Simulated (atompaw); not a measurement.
**An all-electron radial function and its pseudo partner (manganese)**

Columns: radius, all-electron u(r) and pseudo u(r) of the 4p shell (level -0.93 eV) of manganese in the configuration [Ar] 3d6 4s1 4p0; PBE, scalar-relativistic, PAW (atompaw) scheme, atompaw 4.2.0.5.

```json
{"r (bohr)": "0.115", "all-electron": "0.0801", "pseudo": "0.0015"}
{"r (bohr)": "0.231", "all-electron": "0.0542", "pseudo": "0.0062"}
{"r (bohr)": "0.346", "all-electron": "-0.0303", "pseudo": "0.0137"}
{"r (bohr)": "0.462", "all-electron": "-0.1027", "pseudo": "0.0242"}
{"r (bohr)": "0.577", "all-electron": "-0.1405", "pseudo": "0.0371"}
{"r (bohr)": "0.692", "all-electron": "-0.1461", "pseudo": "0.0523"}
{"r (bohr)": "0.808", "all-electron": "-0.1281", "pseudo": "0.0697"}
{"r (bohr)": "0.923", "all-electron": "-0.0954", "pseudo": "0.0887"}
{"r (bohr)": "1.038", "all-electron": "-0.0547", "pseudo": "0.1090"}
{"r (bohr)": "1.154", "all-electron": "-0.0101", "pseudo": "0.1306"}
{"r (bohr)": "1.269", "all-electron": "0.0346", "pseudo": "0.1526"}
{"r (bohr)": "1.385", "all-electron": "0.0786", "pseudo": "0.1752"}
{"r (bohr)": "1.500", "all-electron": "0.1200", "pseudo": "0.1976"}
{"r (bohr)": "1.615", "all-electron": "0.1586", "pseudo": "0.2199"}
{"r (bohr)": "1.731", "all-electron": "0.1947", "pseudo": "0.2419"}
{"r (bohr)": "1.846", "all-electron": "0.2275", "pseudo": "0.2630"}
{"r (bohr)": "1.962", "all-electron": "0.2576", "pseudo": "0.2836"}
{"r (bohr)": "2.077", "all-electron": "0.2846", "pseudo": "0.3030"}
{"r (bohr)": "2.192", "all-electron": "0.3090", "pseudo": "0.3215"}
{"r (bohr)": "2.308", "all-electron": "0.3311", "pseudo": "0.3390"}
{"r (bohr)": "2.423", "all-electron": "0.3506", "pseudo": "0.3552"}
{"r (bohr)": "2.538", "all-electron": "0.3678", "pseudo": "0.3702"}
{"r (bohr)": "2.654", "all-electron": "0.3830", "pseudo": "0.3841"}
{"r (bohr)": "2.769", "all-electron": "0.3962", "pseudo": "0.3965"}
{"r (bohr)": "2.885", "all-electron": "0.4076", "pseudo": "0.4077"}
{"r (bohr)": "3.000", "all-electron": "0.4172", "pseudo": "0.4173"}
```

Q: How many radial nodes do the two functions have?

A: The all-electron 4p function has n − l − 1 = 2; the pseudo-wave has 0, since the states of the same l below it are removed with the core.

Q: Is the pseudo-wave norm-conserving?

A: No, it belongs to a PAW set: the norm inside the radius is not constrained, and the difference is carried by the augmentation charge.
